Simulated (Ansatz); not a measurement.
Consider the isomerisation: `[BH2][GeH2][OH]` → `B[O][GeH3]`.

Calculated with Ansatz (gas phase, PBE0-D4/def2-TZVP geometries, no zero-point term in ΔE). CBS: MP2 limit from def2 TZ/QZ plus the TZ coupled-cluster correction, frozen cores. DFT in def2-TZVPP. For Ge outer-core shells are correlated without core-valence functions, which leaves a few kJ/mol of doubt a bond. Scalar relativity is left out up to krypton. Each species was taken in one conformer, which may not be the lowest.

(1) Is it downhill or uphill in electronic energy at CCSD(T)/CBS, and by how much? (Estimate.)

(2) What do these levels give: r2SCAN-D4, B97M-V, CAM-B3LYP-D4, CAM-B3LYP, RPA@PBE/def2-TZVPP, CCSD(T)/def2-SVP, MP2/def2-TZVPP, CCSD/def2-TZVPP, CCSD(T)/def2-TZVPP, HF/def2-QZVPP, SCS-MP2/def2-QZVPP, MP2/CBS(def2)? (Estimate.)

(3) What do rigid-rotor, harmonic-oscillator terms from PBE0-D4/def2-TZVP frequencies (298.15 K, 1 bar) make of the CCSD(T)/CBS value? (Estimate.)

Largest T1 diagnostic among the species: 0.013.

Results:

(1) Computed: Downhill: ΔE = -37.2 kcal/mol.

(2) The calculation gave: r2SCAN-D4 -38.2, B97M-V -39.2, CAM-B3LYP-D4 -40.1, CAM-B3LYP -40.1, RPA@PBE/def2-TZVPP -38.3, CCSD(T)/def2-SVP -44.4, MP2/def2-TZVPP -39.2, CCSD/def2-TZVPP -38.0, CCSD(T)/def2-TZVPP -38.3, HF/def2-QZVPP -40.2, SCS-MP2/def2-QZVPP -38.9, MP2/CBS(def2) -38.1 kcal/mol.

(3) Computed: ΔZPE = -0.1 kcal/mol, ΔH = -37.6 kcal/mol, ΔS = -7 J/(mol·K), ΔG = -37.1 kcal/mol.

At CCSD(T), def2-SVP lies −7.2 kcal/mol from the extrapolated value and def2-TZVPP −1.1 kcal/mol. Leaving LDA and LC-ωPBE aside and taking each functional with its dispersion term where it has one, the values, not all of them listed here, spread over 3.7 kcal/mol, from CAM-B3LYP-D4 to revPBE-D4. LDA lies −2.6 kcal/mol from PBE without D4. From BLYP to BHLYP (50 % exact exchange), in def2-TZVPP and without D4, ΔE moves by −0.9 kcal/mol.
